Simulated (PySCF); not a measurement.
In(H)(Br)(OH), SMILES [InH]([OH])[Br] (H2BrInO), PBE0/def2-SVP optimised geometry.

```
5

In    -0.66    -0.49     0.00
H     -1.71    -1.84     0.00
Br    -1.49     1.84     0.00
O      1.33    -0.49     0.00
H      1.71    -1.38     0.00
```

Density from PBE0/def2-TZVP, def2 effective core potentials past Kr (PySCF) at that geometry. The core electrons that the potentials of In replace are not part of the density.

Minimum of the electron density along straight lines between bonded atoms, close to the bond critical point (lines longer than 1.1 times the sum of covalent radii, or with two minima, are not listed):

```tsv
bond	length / Å	ρ at the minimum / e bohr⁻³	∇²ρ there / e bohr⁻⁵	position (fraction from the first atom)
In1–H2	1.710	0.108	0.09	0.64
In1–Br3	2.477	0.075	…	0.47
In1–O4	1.990	0.114	0.49	0.52
O4–H5	0.964	…	…	0.80
```

Task: Some entries are withheld; supply them.

Result: 
- In1–Br3, ∇²ρ there / e bohr⁻⁵: 0.14
- O4–H5, ρ at the minimum / e bohr⁻³: 0.357
- O4–H5, ∇²ρ there / e bohr⁻⁵: -2.36
